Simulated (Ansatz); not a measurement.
# Worked example: C2H3F + SiH2(SeH) → C2H2F + SiH3(SeH)

Species: C2H3F `C=CF`, singlet; SiH2(SeH), doublet; C2H2F `C=[C]F`, doublet; SiH3(SeH), singlet. A radical takes H: the energy is the difference in strength between the C–H bond broken and the Si–H bond made.

Shapes, held fixed at every level: PBE0-D4/def2-TZVP. Flexible molecules stand in one conformer, not always the lowest. Programs: Ansatz 0.2.0. The zero-point and thermal change to 298 K, harmonic and unscaled (PBE0-D4/def2-TZVP), is -9.5 kJ/mol.

At B2PLYP/def2-TZVPP; 1 Eh = 2625.50 kJ/mol:

```
  species   energy (Eh)
    C2H3F   -177.775387
SiH2(SeH)  -2692.325009
    C2H2F   -177.089680
SiH3(SeH)  -2692.970200
```

Work out ΔH(298 K) of the reaction at this level.


1. Products less reactants: (-177.089680) + (-2692.970200) − [(-177.775387) + (-2692.325009)] = 0.040516 Eh = +106.4 kJ/mol.
2. With the thermal change: +106.4 + (-9.5) = +96.9 kJ/mol.

Other levels give +65.3 (HF/def2-SVP) to +99.4 kJ/mol (PBE0-D4/def2-TZVPP). No measured value is set beside it here. Spin contamination: C2H2F (⟨S²⟩ up to 0.93). Open shells run unrestricted unless RO is named. Relativity is left out for Se unless named. Correlated rows may include outer-core shells of Se, which these sets cover unevenly.
